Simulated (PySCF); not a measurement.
GaHClBr, SMILES [Cl][GaH][Br]. Atoms are numbered in the order given.

```xyz
4

Ga    -0.6482    -0.5353     0.0000
H     -2.1778    -0.7769     0.0000
Cl     0.7427    -2.1707     0.0000
Br     0.2756     1.5506     0.0000
```

The structure is a stationary point at TPSSh-D3(BJ)/def2-SVP.

Computed with M06-2X/def2-TZVPD (PySCF).

Symmetry labels are those of the subgroup Cs that the program uses (full group Cs).

**Question.** List the valence orbital energies around the gap with their symmetry. (Estimate from the structure and the level; the computed values follow.)

**Answer.** 
```
orbital  symmetry  energy (eV)
-------  --------  -----------
HOMO−7         A'       -23.31
HOMO−6         A'       -14.52
HOMO−5         A'       -11.78
HOMO−4         A'       -11.58
HOMO−3         A"       -11.01
HOMO−2         A'       -10.35
HOMO−1         A"       -10.14
HOMO           A'        -9.89
LUMO           A"        -1.33
LUMO+1         A'        -0.56
LUMO+2         A'         0.29
LUMO+3         A'         0.50
```
